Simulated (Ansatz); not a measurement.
Reaction (adduct formation): `CB(C)C` + H₂S → `C[B-](C)(C)[SH2+]`

Isolated molecules relaxed with PBE0-D4/def2-TZVP in Ansatz; ΔE leaves out vibrations. CBS: MP2 limit from def2 TZ/QZ plus the TZ coupled-cluster correction, frozen cores. This one scheme is used for every species. Each species was taken in one conformer, which may not be the lowest.

`CB(C)C`:

Z-matrix (Å, degrees):
```
C
B 1 1.569
H 1 1.092 2 115.0
H 1 1.094 2 113.3 3 -126.8
H 1 1.101 2 106.5 3 117.9
C 2 1.568 1 119.6 3 158.5
C 2 1.568 1 120.6 3 -23.6
H 6 1.101 2 105.8 1 -93.9
H 6 1.093 2 114.1 1 150.3
H 6 1.093 2 114.6 1 22.8
H 7 1.101 2 106.3 1 -84.1
H 7 1.093 2 114.2 1 159.4
H 7 1.093 2 114.2 1 32.3
```

H₂S:

Cartesian coordinates in Å:
```
S 0.484 0.362 0.137
H -0.383 0.316 -0.886
H -0.101 -0.678 0.749
```

`C[B-](C)(C)[SH2+]`:

Cartesian coordinates in Å:
```
C 0.359 -1.495 -0.184
B -0.194 -0.004 -0.047
C -1.143 0.303 1.201
C -0.519 0.772 -1.405
S 1.647 1.157 0.602
H 0.730 -1.922 0.754
H -0.478 -2.132 -0.498
H 1.136 -1.616 -0.946
H -1.353 1.366 1.353
H -0.789 -0.116 2.149
H -2.111 -0.175 1.001
H 0.247 0.665 -2.180
H -0.725 1.839 -1.273
H -1.435 0.333 -1.822
H 2.090 0.346 1.577
H 2.537 0.680 -0.283
```

```json
{"species": "`CB(C)C`", "CCSD(T)/CBS(def2) energy (Eh)": "-144.39267"}
{"species": "H₂S", "CCSD(T)/CBS(def2) energy (Eh)": "-398.97279"}
{"species": "`C[B-](C)(C)[SH2+]`", "CCSD(T)/CBS(def2) energy (Eh)": "-543.36727"}
```

(1) Work out ΔE.

Largest T1 diagnostic among the species: 0.010.

Results:

(1) ΔE = (-543.36727) − (-144.39267) − (-398.97279) = -0.00181 Eh = -4.8 kJ/mol.

Leaving LDA and LC-ωPBE aside and taking each functional with its dispersion term where it has one, the values, not all of them listed here, spread over 26.4 kJ/mol, from revPBE-D4 to B2PLYP. LDA lies −34.0 kJ/mol from PBE without D4. In def2-TZVPP, CCSD(T) changes the Hartree–Fock value by −51.7 kJ/mol (the triples alone add −8.1 kJ/mol) and MP2 by −59.4 kJ/mol.
